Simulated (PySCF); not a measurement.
Members of one series of related molecules.

All values: CAM-B3LYP/def2-SVPD (PySCF) at PBE0-D3(BJ)/def2-SVP geometries, gas phase, one conformer each. Core orbitals are frozen in the response; Δα² is half the sum of the squared differences of the principal polarisabilities. Dipoles and anisotropies that the point group forbids are given as zero.

Question: Rank by polarisability anisotropy Δα, lowest first.
A. `CN(C)c1pcpcp1`
B. `c1pcpcp1`
C. `[CH3:1][O:2][c:3]1[p:4][cH:5][p:6][cH:7][p:8]1` with C1–O2–C3–P4 180°
D. `[CH3:1][S:2][c:3]1[p:4][cH:5][p:6][cH:7][p:8]1` with C1–S2–C3–P4 180°

Answer: B (8.93 Å³), C (12.14 Å³), A (15.57 Å³), D (16.14 Å³).

Question: Rank by HOMO energy, lowest first.
A. `CN(C)c1pcpcp1`
B. `O(C)c1pcpcp1`
C. `CSC1=PC=PC=P1`
D. `c1pcpcp1`

Answer: D (-8.75 eV), B (-7.74 eV), C (-7.36 eV), A (-6.90 eV).

Question: Rank by dipole moment, lowest first.
A. `CN(C)c1pcpcp1`
B. `[CH3:1][O:2][c:3]1[p:4][cH:5][p:6][cH:7][p:8]1` with C1–O2–C3–P4 180°
C. `[CH3:1][S:2][c:3]1[p:4][cH:5][p:6][cH:7][p:8]1` with C1–S2–C3–P4 180°
D. `c1pcpcp1`

Answer: D (0.00 D), C (1.53 D), B (1.70 D), A (3.60 D).

All values together:

```
       SMILES  formula  μ (D)  HOMO (eV)  LUMO (eV)  α (Å³)  Δα (Å³)  electrons  α per electron (Å³)  ΔSCF removal energy (eV)
     c1pcpcp1   C3H3P3   0.00      -8.75      -1.49   15.83     8.93         66                0.240                      9.51
CN(C)c1pcpcp1  C5H8NP3   3.60      -6.90      -1.15   22.65    15.57         90                0.252                      7.38
   COc1pcpcp1  C4H5OP3   1.70      -7.74      -1.42   19.23    12.14         82                0.235                      8.32
   CSc1pcpcp1  C4H5P3S   1.53      -7.36      -1.49   22.15    16.14         90                0.246                      7.92
```

Conformers: `[CH3:1][O:2][c:3]1[p:4][cH:5][p:6][cH:7][p:8]1` with C1–O2–C3–P4 180°; `[CH3:1][S:2][c:3]1[p:4][cH:5][p:6][cH:7][p:8]1` with C1–S2–C3–P4 180°.
